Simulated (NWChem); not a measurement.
Molecule: C$_{2}$H$_{4}$I, doublet; SMILES C[CH]I

def2 effective core potentials on I; no spin-orbit coupling.

### Question
Give the equilibrium geometry at PBE-D3(BJ)/def2-SVP with def2 effective core potentials on I, spin-unrestricted (NWChem) as an XYZ file, with the point group.

### Answer
point group C1; any orientation.
```
7

C     -0.3580     2.4652    -0.0127
C      0.6169     1.3483     0.0370
I     -0.0181    -0.6368    -0.0615
H      0.1358     3.4092     0.3014
H     -0.7659     2.6370    -1.0391
H     -1.2320     2.2917     0.6495
H      1.6869     1.4775    -0.1846
```
